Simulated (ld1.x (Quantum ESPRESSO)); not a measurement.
## What one change does to a pseudopotential (copper (Cu), TM semilocal)

* Element: Cu
* Generator: ld1.x (Quantum ESPRESSO) 7.5
* Type: norm-conserving Troullier–Martins (semilocal form)
* Functional: PBE
* Relativity: scalar-relativistic
* Frozen core: [Ne] 3s2
* Valence charge: 17
* Reference configuration: 3p6 3d10 4s1 4p0
* Partial waves: 4s (bound): rc 1.90 bohr; 3p (bound): rc 0.80 bohr; 3d (bound): rc 1.20 bohr
* Local potential: the d channel
* Core correction: none

Change: wave 3p (bound): rc 0.80 bohr becomes 3p (bound): rc 0.56 bohr.

Cutoffs: the cutoffs (Ry, on a coarse ladder) from which the occupation-weighted sum of valence levels, in a spherical-Bessel basis at the reference potential, stays within 10 and 1 mRy of its value at 400 Ry; they do not see the model core or the augmentation charge, which bear on the density cutoff. Errors are all-electron minus pseudo energies relative to the spin-unpolarised reference configuration.

Task: What does the change do?

Result: The number of tests that count goes from 7 to 0; neither file shows a bound ghost at the reference potential, the only one tested. A semilocal file is local in each channel, so a ghost entry of none says nothing of the separable form that plane-wave codes build from it.

| quantity | base | changed |
| --- | --- | --- |
| cutoff, loose | 180 Ry | over 300 Ry |
| cutoff, tight | over 300 Ry | over 300 Ry |
| loose cutoff by channel (10 mRy a level) | s 8 Ry, p 110 Ry, d 140 Ry | s 8 Ry, p 300 Ry, d 140 Ry |
| bound ghosts | none | none |
| tests counted (converged, no solver errors) | 7 of 7 | 0 of 7 |
| s: phases at 2.04 bohr within 0.05 rad from the reference energy up to (Ry; the scan ends near 5) | 4.4 | 4.4 |
| p: phases at 2.04 bohr within 0.05 rad from the reference energy up to (Ry; the scan ends near 5) | to the end of the scan | to the end of the scan |
| d: phases at 2.04 bohr within 0.05 rad from the reference energy up to (Ry; the scan ends near 5) | 2.3 | 2.3 |

Base: ld1.x printed “convergence not achieved” for 3 of the counted tests; their residual had stalled under 1e-8, short of the target of 1e-14. Changed file: Tests not counted: all (the test run did not reproduce the reference configuration, from which every error is measured).
